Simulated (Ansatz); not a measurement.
Basis-set extrapolation for B3H3O3, SMILES `B1OBOBO1` (PBE0-D4/def2-TZVP geometry, frozen core, Ansatz). Multiplicity 1, RHF reference.

|  | def2-TZVPP | def2-QZVPP |
| --- | --- | --- |
| HF | -300.823492 | -300.838486 |
| MP2 correlation | -0.962263 | -1.037936 |
| CCSD(T) correlation | -1.022213 | not run |

Energies in hartree. Use E(X) = E(∞) + A·exp(−7.88·√X) for Hartree–Fock and E(X) = E(∞) + B·X^(−2.97) for correlation, with X = 3 and 4, and add CCSD(T) minus MP2 of the smaller set to the MP2 limit.

Task: What is the CCSD(T) energy at the basis-set limit?

Result: HF limit: -300.838486 + (-0.014994) × 0.13774 = -300.84055. MP2 limit: -1.037936 + (-0.075673) × 0.74074 = -1.09399. Higher-order term: -1.022213 − (-0.962263) = -0.05995. Total: -301.99449 hartree, 93.4 kcal/mol below CCSD(T)/def2-TZVPP.
